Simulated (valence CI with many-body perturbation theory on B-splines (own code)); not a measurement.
**Ba⁴⁹⁺ in brief**

Computed by valence CI with perturbative core correlation (CI+MBPT): five valence electrons over a frozen Dirac-Fock core [He], a basis of 9 s, 9 p, 8 d, 6 f, 3 g, 1 h functions for each j, with the one-electron correlation potential Σ1, the two-electron term Σ2, the three-electron term Σ3, Breit, model QED; selected CI, second order for the rest, scaled by the run's own slope (own B-spline code, finite nucleus).

The last digits are not significant, and no measured levels were compared; by estimate large intervals hold to a few tenths of a per cent, small ones and those within an open d or f shell to about a per cent. Among the levels kept, up to 4100 cm⁻¹ of a level comes from second order outside the variational space, and about a tenth of that is noise between levels of different J, which matters for small intervals.

Levels are named by their leading jj configuration (3d3/2^4 stands for four electrons in 3d with j = 3/2), which in mixed levels can hold well under half, so a name can repeat and another be missing.

Rates and lifetimes use the calculated energies. Strong lines usually hold to 10 to 20 %, long lifetimes can be off by a factor of two.

Problem. What is the ground level?

Solution. (2s^2 2p1/2^2 2p3/2) J=3/2, composition 47 % 2s²2p³ ²P° + 27 % 2s²2p³ ⁴S° + 26 % 2s²2p³ ²D°, g = 1.353.

Problem. Among levels below 5748.3 eV, which E1 lines absorb most strongly from the ground level?

Solution. to (2s^2 2p1/2^2 3d5/2) J=5/2 at 0.2364 nm, f = 0.531; to (2s 2p1/2^2 2p3/2 3p1/2) J=5/2 at 0.2213 nm, f = 0.307; to (2s^2 2p1/2 2p3/2 3d3/2) J=3/2 at 0.2204 nm, f = 0.273.

Problem. How well does LS coupling describe the low levels?

Solution. Among the lowest 20 levels the leading LS term, summed over configurations, holds 62 % on average. For single configurations the figures are 62 % in LS and 99 % in jj coupling. Terms mix most in the J = 3/2 level at 5137.2 eV, where the leading one holds 32 %.

Problem. Name the longest-lived excited levels whose lifetime is computed, and their main decay.

Solution. (2s^2 2p1/2 2p3/2^2) J=5/2 at 402.0 eV lives 10.5 ns, mostly by M1 to (2s^2 2p1/2^2 2p3/2) J=3/2; (2s^2 2p1/2 2p3/2^2) J=1/2 at 435.1 eV lives 2.79 ns, mostly by M1 to (2s^2 2p1/2^2 2p3/2) J=3/2; (2s^2 2p1/2 2p3/2^2) J=3/2 at 381.5 eV lives 1.80 ns, mostly by M1 to (2s^2 2p1/2^2 2p3/2) J=3/2.

Problem. Where does the other parity begin?

Solution. At (2s 2p1/2^2 2p3/2^2) J=5/2, 610.8 eV.
